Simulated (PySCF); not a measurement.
## Fe⁺: ionisation energy

Fe⁺ [Ar] 3d6 4s1 (6D) → Fe²⁺ [Ar] 3d6 (5D), as a difference of total energies. All numbers are calculated (PySCF 2.14, scalar relativity by spin-free X2C-1e, in ANO-RCC-VTZP (6s5p3d2f1g, 59 functions)). Correlated levels: valence and next inner shell: [Ne] frozen. The calculations carry no spin-orbit coupling.

| method | ionisation energy (eV) | error (eV) |
| --- | --- | --- |
| UHF | 15.339 | -0.860 |
| MP2 (valence and next inner shell) | 16.046 | -0.153 |
| SCS-MP2 (valence and next inner shell) | 15.864 | -0.335 |
| CCSD (valence and next inner shell) | 16.013 | -0.186 |
| CCSD(T) (valence and next inner shell) | 16.064 | -0.135 |

Reference: 16.199 eV (measured; NIST Atomic Spectra Database, ionization energies).

Errors of the correlated levels include the incompleteness of this basis and the frozen core.
